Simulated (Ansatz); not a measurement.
The cluster PSe2, 3 atoms. Hardware: 4 threads of Arm Neoverse V2 on a shared host.

Correlated methods freeze 23 core orbitals; core or outer-core shells of Se are correlated, in sets that lack core-valence functions. In CCSD on the charge 0 quartet the largest single amplitude is 0.30, so its Hartree–Fock determinant may place the open shell otherwise than the density functionals do.

How many basis functions does each of these Ansatz runs have, and roughly what does it cost? PBE-D4/def2-TZVP, charge 1 triplet at the geometry of the charge 0 doublet, energy, from earlier orbitals; PBE-D4/def2-TZVPD, charge 0 doublet, energy, from earlier orbitals; B2PLYP/def2-TZVP, charge 0 doublet, energy, from earlier orbitals; MP2/def2-TZVP, charge 0 quartet, energy, from earlier orbitals; PBE0-D4/def2-TZVP, charge 1 singlet at the geometry of the charge 0 doublet, energy, from earlier orbitals; PBE0-D4/def2-TZVPD, charge -1 triplet at the geometry of the charge 0 doublet, energy; HF/STO-3G, charge 0 doublet, energy; LDA (SPW92)/def2-TZVP, charge 0 quartet, energy, from earlier orbitals; PBE0-D4/def2-SVP, charge 1 singlet at the geometry of the charge 0 doublet, energy with a search over starts; PBE-D4/def2-SVP, charge 0 doublet, energy, from earlier orbitals; PBE-D4/def2-TZVP, charge 0 doublet, frequencies; CCSD(T)/def2-TZVPP, charge 0 quartet, energy, from earlier orbitals.

Other jobs shared the machine, so times can vary by a factor of up to 3. A dash marks memory too small to be measured apart from the calling script's.

```json
{"run": "HF/STO-3G, charge 0 doublet, energy", "functions": "45", "fitting or Cholesky vectors": "451", "wall time": "0.25 s", "peak host memory (GiB)": "–"}
{"run": "PBE0-D4/def2-SVP, charge 1 singlet at the geometry of the charge 0 doublet, energy with a search over starts", "functions": "82", "fitting or Cholesky vectors": "772", "wall time": "0.8 s", "peak host memory (GiB)": "–"}
{"run": "LDA (SPW92)/def2-TZVP, charge 0 quartet, energy, from earlier orbitals", "functions": "133", "fitting or Cholesky vectors": "1044", "wall time": "0.9 s", "peak host memory (GiB)": "–"}
{"run": "PBE-D4/def2-SVP, charge 0 doublet, energy, from earlier orbitals", "functions": "82", "fitting or Cholesky vectors": "899", "wall time": "0.95 s", "peak host memory (GiB)": "–"}
{"run": "PBE0-D4/def2-TZVP, charge 1 singlet at the geometry of the charge 0 doublet, energy, from earlier orbitals", "functions": "133", "fitting or Cholesky vectors": "1106", "wall time": "1.5 s", "peak host memory (GiB)": "–"}
{"run": "PBE-D4/def2-TZVP, charge 1 triplet at the geometry of the charge 0 doublet, energy, from earlier orbitals", "functions": "133", "fitting or Cholesky vectors": "1044", "wall time": "1.6 s", "peak host memory (GiB)": "–"}
{"run": "PBE-D4/def2-TZVPD, charge 0 doublet, energy, from earlier orbitals", "functions": "157", "fitting or Cholesky vectors": "1121", "wall time": "2.8 s", "peak host memory (GiB)": "–"}
{"run": "B2PLYP/def2-TZVP, charge 0 doublet, energy, from earlier orbitals", "functions": "133", "fitting or Cholesky vectors": "875", "wall time": "4.2 s", "peak host memory (GiB)": "–"}
{"run": "PBE0-D4/def2-TZVPD, charge -1 triplet at the geometry of the charge 0 doublet, energy", "functions": "157", "fitting or Cholesky vectors": "994", "wall time": "4.7 s", "peak host memory (GiB)": "–"}
{"run": "MP2/def2-TZVP, charge 0 quartet, energy, from earlier orbitals", "functions": "133", "fitting or Cholesky vectors": "870", "wall time": "6.5 s", "peak host memory (GiB)": "–"}
{"run": "PBE-D4/def2-TZVP, charge 0 doublet, frequencies", "functions": "133", "fitting or Cholesky vectors": "1044", "wall time": "14 s", "peak host memory (GiB)": "–"}
{"run": "CCSD(T)/def2-TZVPP, charge 0 quartet, energy, from earlier orbitals", "functions": "138", "fitting or Cholesky vectors": "906", "wall time": "34 s", "peak host memory (GiB)": "1.2"}
```
